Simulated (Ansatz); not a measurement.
Steps of a relaxation of CH₆O₃Si₂, SMILES `O=C(O)O[SiH2][SiH3]` with RKS PBE-D4/def2-SVP.

```sh
$ ansatz run in.yaml --threads 2 --pin off --events-out ev --progress --plain --max-ram 20480MiB --backend cpu
```

```yaml
crystal:
  periodic: [false, false, false]
  atoms:
    - {symbol: O, position_ang: [-1.941100, 0.300300, 0.343700]}
    - {symbol: C, position_ang: [-1.168000, 1.118900, 0.776000]}
    - {symbol: O, position_ang: [-1.479600, 1.944600, 1.786900]}
    - {symbol: O, position_ang: [0.181200, 1.323500, 0.387900]}
    - {symbol: Si, position_ang: [0.806500, 0.464400, -0.871700]}
    - {symbol: Si, position_ang: [0.906900, -1.779900, -0.412400]}
    - {symbol: H, position_ang: [-2.353200, 1.742300, 2.013700]}
    - {symbol: H, position_ang: [0.100700, 0.759900, -2.120900]}
    - {symbol: H, position_ang: [2.188100, 1.009500, -1.010000]}
    - {symbol: H, position_ang: [1.653300, -2.039200, 0.878900]}
    - {symbol: H, position_ang: [-0.456000, -2.396700, -0.248600]}
    - {symbol: H, position_ang: [1.638100, -2.502900, -1.489300]}
basis:
  gaussian: {orbitals: def2-SVP}
hamiltonian: {xc: pbe, dispersion: d4}
relax: {f_tol: 0.03, max_steps: 200}
```

Positions (Å) and forces (eV/Å) along the path, 10 of 13 steps:

```xyz
12
step=1 energy=-23005.9713 eV
O    -1.941    0.300    0.344    0.233   -0.457   -0.800
C    -1.168    1.119    0.776    1.606    0.477    0.419
O    -1.480    1.945    1.787    3.421    0.969   -0.861
O     0.181    1.323    0.388   -3.251    0.906    2.227
Si    0.806    0.464   -0.872    1.184   -0.724   -1.264
Si    0.907   -1.780   -0.412   -0.174   -0.762    0.539
H    -2.353    1.742    2.014   -2.907   -0.651    0.755
H     0.101    0.760   -2.121   -0.442    0.113   -0.607
H     2.188    1.010   -1.010    0.190    0.068    0.027
H     1.653   -2.039    0.879   -0.013    0.130   -0.079
H    -0.456   -2.397   -0.249    0.002    0.033   -0.074
H     1.638   -2.503   -1.489    0.151   -0.102   -0.281
12
step=3 energy=-23006.3069 eV
O    -1.861    0.283    0.321    0.009    0.311   -0.089
C    -1.146    1.164    0.774    0.219   -0.573    0.441
O    -1.462    1.986    1.793   -0.678   -0.046   -0.001
O     0.125    1.386    0.412   -0.081    0.368    0.067
Si    0.811    0.468   -0.872    0.042   -0.381   -0.431
Si    0.901   -1.854   -0.396   -0.010    0.184   -0.041
H    -2.392    1.751    2.045    0.513    0.127   -0.166
H     0.050    0.751   -2.148    0.083   -0.005    0.139
H     2.199    1.037   -0.980   -0.067    0.011    0.029
H     1.660   -2.048    0.892   -0.033   -0.031   -0.022
H    -0.470   -2.455   -0.289    0.028   -0.006    0.005
H     1.662   -2.526   -1.516   -0.024    0.042    0.069
12
step=4 energy=-23006.3219 eV
O    -1.712    0.196    0.421   -0.292   -0.069    0.175
C    -1.067    1.139    0.857    0.838   -0.225   -0.899
O    -1.476    2.007    1.781   -0.054    0.095    0.104
O     0.168    1.441    0.415   -0.165   -0.069    0.068
Si    0.777    0.451   -0.908    0.003    0.365    0.340
Si    0.865   -1.832   -0.402   -0.117   -0.106    0.011
H    -2.392    1.723    1.964   -0.226    0.051    0.250
H     0.010    0.767   -2.158   -0.070   -0.008    0.004
H     2.157    1.029   -1.024    0.030   -0.038   -0.062
H     1.516   -2.017    0.943   -0.009    0.011    0.008
H    -0.495   -2.465   -0.407    0.034   -0.010   -0.006
H     1.726   -2.495   -1.446    0.028    0.002    0.007
12
step=6 energy=-23006.3515 eV
O    -1.688    0.166    0.411    0.020    0.022    0.016
C    -1.043    1.121    0.822   -0.051    0.042    0.076
O    -1.465    1.983    1.765   -0.071   -0.129   -0.063
O     0.177    1.454    0.397    0.049    0.055    0.012
Si    0.789    0.479   -0.912    0.056   -0.065   -0.101
Si    0.841   -1.812   -0.389   -0.020   -0.040   -0.004
H    -2.360    1.662    2.004    0.032    0.070    0.056
H    -0.024    0.789   -2.137    0.010   -0.013   -0.003
H     2.177    1.024   -1.083   -0.010    0.033    0.014
H     1.436   -1.991    0.983   -0.033    0.022    0.002
H    -0.520   -2.440   -0.448    0.033   -0.014   -0.018
H     1.756   -2.490   -1.380   -0.013    0.016    0.014
12
step=7 energy=-23006.3648 eV
O    -1.649    0.119    0.451   -0.044   -0.002    0.020
C    -1.027    1.104    0.824    0.126   -0.016   -0.026
O    -1.422    1.949    1.789   -0.022    0.097    0.019
O     0.155    1.487    0.330   -0.037   -0.035    0.009
Si    0.786    0.489   -0.959   -0.017   -0.005    0.023
Si    0.809   -1.792   -0.384    0.000   -0.010   -0.021
H    -2.296    1.628    2.091   -0.004   -0.058   -0.005
H    -0.012    0.772   -2.201    0.004   -0.002   -0.006
H     2.170    1.047   -1.113    0.003    0.008   -0.013
H     1.256   -1.932    1.048   -0.024    0.018   -0.005
H    -0.523   -2.452   -0.579    0.005    0.003   -0.015
H     1.830   -2.473   -1.262    0.008    0.003    0.020
12
step=8 energy=-23006.3685 eV
O    -1.592    0.064    0.508    0.126    0.209    0.093
C    -0.997    1.085    0.837    0.007   -0.072   -0.106
O    -1.396    1.936    1.796   -0.048    0.046    0.021
O     0.148    1.513    0.288   -0.154   -0.188    0.053
Si    0.778    0.497   -0.992    0.009    0.028   -0.012
Si    0.781   -1.777   -0.390    0.070   -0.119    0.116
H    -2.244    1.591    2.145    0.082   -0.060   -0.065
H    -0.021    0.764   -2.235   -0.015    0.015   -0.007
H     2.158    1.059   -1.161    0.006    0.005   -0.005
H     1.080   -1.865    1.098   -0.063   -0.018   -0.238
H    -0.528   -2.452   -0.715    0.155    0.055    0.025
H     1.909   -2.470   -1.144   -0.174    0.098    0.126
12
step=9 energy=-23006.3747 eV
O    -1.586    0.067    0.515    0.008    0.001    0.009
C    -0.992    1.088    0.837    0.042    0.061    0.015
O    -1.395    1.945    1.789   -0.043    0.039    0.025
O     0.156    1.507    0.294   -0.067   -0.092    0.005
Si    0.776    0.499   -0.995    0.013    0.030    0.008
Si    0.780   -1.772   -0.386    0.046   -0.153    0.062
H    -2.240    1.591    2.137    0.056   -0.034   -0.041
H    -0.036    0.776   -2.229   -0.008   -0.009   -0.003
H     2.154    1.065   -1.174    0.003   -0.006   -0.002
H     1.062   -1.894    1.096   -0.037    0.045   -0.128
H    -0.510   -2.466   -0.725    0.064    0.058   -0.004
H     1.910   -2.461   -1.125   -0.076    0.062    0.055
12
step=10 energy=-23006.3795 eV
O    -1.573    0.052    0.546    0.007    0.022    0.031
C    -0.983    1.083    0.845   -0.026   -0.071   -0.029
O    -1.390    1.951    1.785    0.017   -0.002    0.009
O     0.154    1.496    0.284    0.011    0.067    0.012
Si    0.776    0.497   -1.007   -0.005   -0.009   -0.010
Si    0.775   -1.769   -0.385   -0.016   -0.015   -0.017
H    -2.213    1.571    2.156    0.000    0.004   -0.015
H    -0.044    0.767   -2.238   -0.004    0.004    0.001
H     2.151    1.067   -1.195    0.003    0.007    0.004
H     0.988   -1.865    1.100    0.000    0.000    0.012
H    -0.497   -2.456   -0.783    0.004    0.002   -0.006
H     1.932   -2.450   -1.073    0.010   -0.011    0.007
12
step=11 energy=-23006.3805 eV
O    -1.550    0.031    0.572    0.008    0.015   -0.001
C    -0.975    1.077    0.849   -0.007   -0.011    0.017
O    -1.387    1.950    1.784    0.001    0.001   -0.013
O     0.147    1.507    0.271    0.015   -0.011   -0.026
Si    0.776    0.501   -1.015   -0.003    0.002    0.010
Si    0.768   -1.766   -0.386    0.000    0.010    0.003
H    -2.205    1.565    2.157   -0.010   -0.003    0.013
H    -0.044    0.768   -2.246    0.000    0.001    0.000
H     2.150    1.074   -1.200   -0.001    0.003   -0.001
H     0.957   -1.858    1.103   -0.004   -0.002    0.003
H    -0.497   -2.452   -0.807   -0.004   -0.002   -0.005
H     1.937   -2.453   -1.047    0.006   -0.002   -0.001
12
step=13 energy=-23006.3807 eV
O    -1.539    0.023    0.588    0.001    0.006   -0.005
C    -0.971    1.076    0.851   -0.004   -0.017    0.010
O    -1.384    1.953    1.782   -0.004   -0.008   -0.004
O     0.144    1.510    0.262    0.005    0.004   -0.004
Si    0.776    0.502   -1.019   -0.002    0.002   -0.010
Si    0.765   -1.763   -0.387   -0.002   -0.009    0.014
H    -2.194    1.560    2.168    0.005    0.009   -0.001
H    -0.046    0.762   -2.251    0.000    0.003    0.000
H     2.147    1.079   -1.209    0.000    0.000    0.001
H     0.922   -1.855    1.106    0.000   -0.003   -0.001
H    -0.489   -2.452   -0.836    0.000    0.005    0.000
H     1.948   -2.452   -1.023    0.001    0.007   -0.002
```

Run time 25 s (2 threads of an AMD EPYC 7R13 on a shared host); peak host memory 0.19 GiB.
